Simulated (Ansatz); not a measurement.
`[CH3][Al-]([CH3])([Cl])[NH2+][SiH3]`, relaxed with RKS PBE0-D4/def2-TZVP in Ansatz 0.2.0 from a PBE-D4/def2-SVP geometry. The force threshold is 0.005 eV/Å; the program also tests the step.

Charge 0, multiplicity 1.

Start:

```xyz
17

C    -0.167   -2.342   -0.465
Al   -0.596   -0.704    0.549
C     0.651    0.030    1.894
Cl   -2.707   -0.474    1.084
N    -0.686    0.738   -0.970
Si    0.600    2.019   -0.999
H    -0.919   -2.572   -1.251
H    -0.140   -3.228    0.207
H     0.829   -2.294   -0.956
H     0.319    1.000    2.321
H     1.690    0.160    1.521
H     0.718   -0.680    2.748
H    -0.739    0.213   -1.856
H    -1.634    1.118   -0.803
H     0.447    2.816    0.254
H     0.419    2.893   -2.207
H     1.914    1.307   -1.072
```

```tsv
step	energy (eV)	largest force (eV/Å)	largest move (Å)
1	-30732.0291	0.531	0.000
2	-30732.0866	0.230	0.032
3	-30732.0935	0.041	0.021
4	-30732.0938	0.011	0.008
5	-30732.0939	0.009	0.006
6	-30732.0940	0.009	0.018
7	-30732.0941	0.008	0.016
8	-30732.0944	0.027	0.054
9	-30732.0947	0.042	0.041
10	-30732.0949	0.053	0.027
11	-30732.0953	0.066	0.046
12	-30732.0955	0.072	0.045
13	-30732.0958	0.091	0.050
14	-30732.0961	0.071	0.015
15	-30732.0965	0.029	0.025
16	-30732.0966	0.007	0.027
17	-30732.0966	0.004	0.024
```

End:

```xyz
17

C    -0.053   -2.223   -0.527
Al   -0.624   -0.692    0.558
C     0.548    0.068    1.937
Cl   -2.720   -0.695    1.103
N    -0.785    0.802   -0.861
Si    0.657    1.837   -1.064
H    -0.769   -2.468   -1.319
H     0.048   -3.122    0.088
H     0.922   -2.056   -0.999
H     0.170    1.008    2.350
H     1.574    0.241    1.595
H     0.617   -0.634    2.775
H    -1.045    0.319   -1.717
H    -1.609    1.323   -0.566
H     0.738    2.698    0.132
H     0.509    2.659   -2.292
H     1.820    0.934   -1.192
```

Run time 2.2 min (4 threads of an Arm Neoverse V2 on a shared host); peak host memory 1 GiB.
